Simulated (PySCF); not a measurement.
## How methods differ on the interval between two levels of V⁺

V⁺ [Ar] 3d4 [5D4, M_J = 4] → V⁺ [Ar] 3d3 4p1 [5G6, M_J = 6], as a difference of total energies. Calculation: PySCF 2.14, in x2c-TZVPall-2c (6s7p4d1f, 54 functions); the two-component X2C-1e Hamiltonian. Correlated levels: [Ne] frozen; the 6 highest virtual spinors dropped. "Screened" scales the spin-orbit matrix elements by Boettger's factors to mimic the two-electron term; Breit and QED terms are absent.

```csv
method,interval between two levels (cm⁻¹),error (cm⁻¹)
GHF (spin-free),27363,-7782
GMP2 (spin-free),34077,-1067
GHF (screened spin-orbit),27618,-7526
GMP2 (screened spin-orbit),34351,-793
```

Reference: 35144 cm⁻¹ (measured; NIST Handbook of Basic Atomic Spectroscopic Data (Sansonetti and Martin, J. Phys. Chem. Ref. Data 34, 1559 (2005))).

Errors of the correlated levels include the incompleteness of this basis and the frozen core.

The labels give the starting determinants; with spin-orbit coupling the two ends relaxed to ⟨J²⟩ = 20.01, ⟨L²⟩ = 6.01, ⟨S²⟩ = 6.00 and ⟨J²⟩ = 42.00, ⟨L²⟩ = 20.01, ⟨S²⟩ = 6.00.
